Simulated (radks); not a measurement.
The numbers below are computed, except where a source is named.
Q: All-electron atom: Ta in [Xe] 4f14 5d3 6s2. Code: a radial shooting solver on a logarithmic mesh with Libxc functionals. Model: scalar-relativistic Kohn-Sham, PBEsol, spin-polarised, spherical densities, point nucleus; open shells are filled with parallel spins first (spin-orbit coupling, left out, can overturn this in heavy ions). Some entries of the table are withheld. Estimate them.

orbital,occ.,eigenvalue (hartree),<1/r> (bohr^-1),r(max) (bohr)
1s down,1,-2474.944,85.44,0.01168
1s up,1,-2474.943,85.44,0.01168
2s up,1,-425.2241,19.96,0.06686
2s down,1,-425.2204,19.96,0.06686
2p up,3,-372.6582,18.15,0.05477
2p down,3,-372.6553,18.15,0.05477
3s up,1,-97.39551,7.387,0.1887
3s down,1,-97.39466,7.387,0.1887
3p up,3,-81.76431,6.834,0.1866
3p down,3,-81.76331,6.834,0.1866
3d up,5,-63.52537,6.462,0.1519
3d down,5,-63.52317,6.462,0.1519
4s up,1,-19.83903,3.135,0.4289
4s down,1,-19.83627,3.135,0.4289
4p up,3,-14.71138,2.851,0.4496
4p down,3,-14.70877,2.851,0.4496
4d up,5,-8.15144,2.532,0.4615
4d down,5,-8.14817,2.532,0.4615
5s up,1,-2.69244,1.209,0.9894
5s down,1,-2.65570,1.217,0.9866
5p up,3,-1.46406,1.009,1.127
5p down,3,-1.41316,1.018,1.121
4f up,7,-0.90368,1.999,0.4411
4f down,7,-0.89471,2.006,0.4409
6s up,1,-0.21745,(1),(2)
6s down,1,-0.17304,(3),(4)
5d up,3,-0.15588,0.5999,1.591
5d down,0,-0.09329,0.5785,1.578
6p up,0,-0.05753,(5),3.751
6p down,0,-0.03781,(6),4.067

A: 
(1) 6s up <1/r> (bohr^-1): 0.3926
(2) 6s up r(max) (bohr): 2.728
(3) 6s down <1/r> (bohr^-1): 0.3692
(4) 6s down r(max) (bohr): 2.839
(5) 6p up <1/r> (bohr^-1): 0.2681
(6) 6p down <1/r> (bohr^-1): 0.2379
